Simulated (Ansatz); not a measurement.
H₃ISiTe (SMILES [SiH3][Te]I), singlet, geometry from GFN2-xTB (all electrons, no relativity); SC-NEVPT2/STO-3G, CASSCF(6,4) (Ansatz, a first-principles code).

Input for Ansatz:
Ansatz 0.2 input:
```yaml
crystal:
  periodic: [false, false, false]
  atoms:
    - {symbol: Te, position_ang: [-0.04771835, 0.54544358, 1.05736593]}
    - {symbol: I, position_ang: [-0.10696577, -1.34076767, -0.86910944]}
    - {symbol: Si, position_ang: [0.46338480, 2.44657741, -0.48180406]}
    - {symbol: H, position_ang: [0.49445453, 3.56821591, 0.44336513]}
    - {symbol: H, position_ang: [-0.58421175, 2.61118793, -1.48139548]}
    - {symbol: H, position_ang: [1.75291053, 2.26613328, -1.13694086]}
basis:
  gaussian:
    orbitals: STO-3G
magnetization: {spin_polarized: false}
correlation: {method: sc_nevpt2, electrons: all, active_space: {window: {electrons: 6, orbitals: 4}}}
```

Question: Predict the main parts of the log of this Ansatz run.

Answer: 
```
Functional definition: HF
706 factors; integrals over basis functions are off by at most 3.0e-5 eV
mean field evaluation 1: about -372393.6914 eV, gradient 1.1e1 eV
mean field evaluation 2: about -372393.7063 eV, gradient 1.1e1 eV
mean field evaluation 4: about -372394.3840 eV, gradient 5.4e-1 eV
mean field evaluation 8: about -372394.3858 eV, gradient 2.6e-6 eV
mean field -372394.38584783 eV, -13685.2412619270 hartree, gradient 3.2e-6 eV, S^2 0.000000; 0 other end points of the search recorded, 0 dependent functions left out
reference -372394.38584783 eV, -13685.2412619270 hartree; 61, 61 occupied and 5, 5 virtual orbitals, 706 factors
state -372394.82166333 eV, -13685.2572778512 hartree
state -372394.82166333 eV, -13685.2572778512 hartree; corrected -372396.10223516 eV, -13685.3043379980 hartree
state -372394.76953854 eV, -13685.2553623005 hartree
state -372394.76953854 eV, -13685.2553623005 hartree; corrected -372396.13655332 eV, -13685.3055991673 hartree
state -372394.76953854 eV, -13685.2553623005 hartree; corrected -372396.13655332 eV, -13685.3055991673 hartree
WARN: the results are in doubt because another end's mean lies 0.052 eV lower, and its corrected mean 0.034 eV higher
Total energy: -372396.13655332 eV, -13685.3055991673 hartree
In doubt: another end's mean lies 0.052 eV lower, and its corrected mean 0.034 eV higher
```
